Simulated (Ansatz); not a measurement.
Consider the redistribution: `[F][GeH2][SiH2]Cl` + `BO[SiH](N)[SiH3]` → `BO[SiH2][GeH2][F]` + `N[SiH]([SiH3])Cl`.

Calculated with Ansatz (gas phase, PBE0-D4/def2-TZVP geometries, no zero-point term in ΔE). CBS: MP2 limit from def2 TZ/QZ plus the TZ coupled-cluster correction, frozen cores. DFT in def2-TZVPP. B3LYP here is the variant with VWN-RPA as its local correlation; programs differ in this. For Ge outer-core shells are correlated without core-valence functions, which leaves a few kJ/mol of doubt a bond. Scalar relativity is left out up to krypton. One conformer a species, not always the lowest.

(1) Is it downhill or uphill in electronic energy at CCSD(T)/CBS, and by how much? (Best estimate.)

(2) What do these levels give: B3LYP-D4, ωB97X-V, CCSD/def2-TZVPP, MP2/def2-QZVPP, HF/CBS(def2), MP2/CBS(def2)? (Estimate.)

Largest T1 diagnostic among the species: 0.013.

Results:

(1) Computed: Nearly level: ΔE = +2.5 kJ/mol.

(2) Computed: B3LYP-D4 0.9, ωB97X-V 2.4, CCSD/def2-TZVPP 2.0, MP2/def2-QZVPP 1.7, HF/CBS(def2) -2.3, MP2/CBS(def2) 1.5 kJ/mol.

In def2-TZVPP, CCSD(T) changes the Hartree–Fock value by +5.5 kJ/mol (the triples alone add +0.8 kJ/mol) and MP2 by +4.4 kJ/mol.
